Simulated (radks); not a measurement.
Values are calculated unless marked as measured or tabulated.
Spherical quantum dot in the effective-mass picture: electrons in a parabolic well V = omega^2 r^2 / 2 with omega = 0.189, with a point charge +1 (a donor) at the centre, all in effective atomic units (hartree* = m*/eps^2 hartree, bohr* = eps/m* bohr), one dielectric constant everywhere. Level of theory: non-relativistic Kohn-Sham, r2SCAN, spin-polarised, spherical densities, generalised Kohn-Sham scheme (a radial shooting solver with Libxc functionals). Levels are named by radial order and angular momentum (1s, 1p, 1d, 2s, ...), and open shells are averaged over m. Results are scaled to m* = 0.12 and eps = 17.3, for which hartree* = 10.91 meV and bohr* = 7.629 nm. Each electron was tried in the lowest free levels, single moves between levels near the top were tried too, and the lowest total energy was kept; such a search can miss a lower state. At N = 1 the Hartree and exchange-correlation terms need not cancel, so that row can carry a self-interaction error.

\begin{tabular}{lrrrrrrr}
N & open shells & 2S & E (meV) & mu = E(N) - E(N-1) (meV) & addition energy mu(N+1) - mu(N) (meV) & e(HOMO) (meV) & rms radius (nm) \\ \hline
1 & 1s(up 1, down 0) & 1 & -4.93360 & -4.9336 & 6.198 & -2.4681 & 11.85 \\
2 & none & 0 & -3.66963 & 1.2640 & 6.455 & 2.9574 & 15.23 \\
3 & 1p(up 1, down 0) & 1 & 4.04944 & 7.7191 & 1.987 & 8.6702 & 21.60 \\
4 & 1p(up 2, down 0) & 2 & 13.7554 & 9.7060 & 2.046 & 10.737 & 25.07 \\
5 & 1p(up 3, down 0) & 3 & 25.5074 & 11.752 & 2.570 & 12.759 & 27.61 \\
6 & 1p(up 3, down 0) 2s(up 1, down 0) & 4 & 39.8298 & 14.322 & 1.988 & 15.175 & 30.23 \\
7 & 1p(up 3, down 2) & 1 & 56.1398 & 16.310 & 1.544 & 16.998 & 31.80 \\
8 & none & 0 & 73.9934 & 17.854 & 1.929 & 18.707 & 33.46 \\
9 & 2s(up 1, down 0) & 1 & 93.7760 & 19.783 & 2.037 & 20.553 & 35.17 \\
10 & none & 0 & 115.595 & 21.819 & 2.082 & 22.568 & 36.74 \\
11 & 1d(up 1, down 0) & 1 & 139.496 & 23.901 & 1.466 & 24.635 & 38.19 \\
12 & 1d(up 2, down 0) & 2 & 164.864 & 25.367 & 1.454 & 26.097 & 39.51 \\
13 & 1d(up 3, down 0) & 3 & 191.685 & 26.821 & 1.435 & 27.542 & 40.71 \\
14 & 1d(up 4, down 0) & 4 & 219.941 & 28.256 & 1.414 & 28.967 & 41.84 \\
15 & 1d(up 5, down 0) & 5 & 249.611 & 29.670 & 1.837 & 30.370 & 42.89 \\
16 & 1d(up 5, down 1) & 4 & 281.118 & 31.507 & 1.303 & 32.158 & 43.92 \\
17 & 1d(up 5, down 2) & 3 & 313.929 & 32.810 & 1.303 & 33.463 & 44.89 \\
18 & 1d(up 5, down 3) & 2 & 348.043 & 34.114 & 1.296 & 34.764 & 45.81 \\
19 & 1d(up 5, down 4) & 1 & 383.453 & 35.410 & 1.285 & 36.055 & 46.69 \\
20 & none & 0 & 420.148 & 36.696 & 2.146 & 37.334 & 47.53 \\
21 & 1f(up 1, down 0) & 1 & 458.990 & 38.842 & 1.205 & 39.445 & 48.42 \\
22 & 1f(up 2, down 0) & 2 & 499.037 & 40.047 & 1.199 & 40.647 & 49.27 \\
23 & 1f(up 3, down 0) & 3 & 540.282 & 41.245 & 1.190 & 41.842 & 50.08 \\
24 & 1f(up 4, down 0) & 4 & 582.718 & 42.436 & 1.181 & 43.028 & 50.86 \\
25 & 1f(up 5, down 0) & 5 & 626.334 & 43.616 & 1.171 & 44.204 & 51.61 \\
26 & 1f(up 6, down 0) & 6 & 671.122 & 44.787 & 1.161 & 45.370 & 52.33 \\
27 & 1f(up 7, down 0) & 7 & 717.070 & 45.948 & - & 46.525 & 53.03 \\
\end{tabular}

All shells are closed at N = 2, 8, 10, 20 (there: 1s2 1p6 1d10 2s2); the second difference of the energy has clear peaks (12 % above both neighbours; the first and last values, which can be the largest, are not judged, and half-filled shells can peak too) at N = 5, 15, 20.
